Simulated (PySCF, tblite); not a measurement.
Isomers of C6H11P, one GFN2-xTB conformer each. Single-point energies are computed at PBE0/pcSseg-1 (PySCF, gas phase, no added dispersion term), electronic only.

**Question.** Rank them by PBE0/pcSseg-1 energy, lowest first (kJ/mol).
A. `[CH3:1][CH2:2][C:3]1=[CH:4][PH:5][CH2:6][CH2:7]1` with C1–C2–C3–C4 118°, C3–C4–P5–C6 -12°, C4–P5–C6–C7 22°, P5–C6–C7–C3 -27°, C2–C3–C7–C6 -162°
B. `[CH:1]#[C:2][PH:3][CH2:4][CH2:5][CH2:6][CH3:7]` with C2–P3–C4–C5 -169°, P3–C4–C5–C6 -179°, C4–C5–C6–C7 180°
C. `C1CP2CCC1C2`
D. `[CH2:1]=[C:2]([CH3:3])[PH:4][C:5](=[CH2:6])[CH3:7]` with C1–C2–P4–C5 36°, C2–P4–C5–C6 -113°
E. `[CH3:1][C:2]#[C:3][PH:4][CH2:5][CH2:6][CH3:7]` with C3–P4–C5–C6 -72°, P4–C5–C6–C7 -61°

**Answer.** C (0.0), A (75.2), D (171.5), E (205.4), B (233.8).

As drawn, the highest has a C≡C bond, which the lowest lacks. GFN2-xTB itself gives, in the same order: 0.0, 96.9, 226.4, 226.4, 260.5. Both levels put the same isomer lowest; measured from each level's own lowest isomer, the values differ by up to 54.9 kJ/mol (C=C(C)PC(=C)C: 226.4 against 171.5).

**Question.** Which frontier levels, dipoles and rotational constants go with these structures?

**Answer.** 
```csv
SMILES,"HOMO (eV, PBE0/pcSseg-1)",LUMO (eV),dipole (D),"A, B, C (MHz)"
C1CP2CCC1C2,-6.69,0.95,1.49,"2892, 2727, 2194"
CCC1=CPCC1,-6.51,0.07,2.03,"4857, 1320, 1141"
C=C(C)PC(=C)C,-6.61,-0.14,1.26,"3542, 1405, 1325"
CC#CPCCC,-6.57,0.27,1.64,"3309, 1082, 926.3"
C#CPCCCC,-6.98,0.07,1.48,"7500, 738.4, 688.1"
```

**Question.** What happens when harmonic zero-point energies from GFN2-xTB frequencies are added?

**Answer.** 
| SMILES | ZPE (kJ/mol) | electronic (kJ/mol) | with ZPE (kJ/mol) |
| --- | --- | --- | --- |
| C1CP2CCC1C2 | 411.6 | 0.0 | 0.0 |
| CCC1=CPCC1 | 398.5 | 75.2 | 62.1 |
| C=C(C)PC(=C)C | 386.7 | 171.5 | 146.6 |
| CC#CPCCC | 389.5 | 205.4 | 183.4 |
| C#CPCCCC | 390.3 | 233.8 | 212.5 |

The zero-point energies span 24.9 kJ/mol. The order is unchanged.
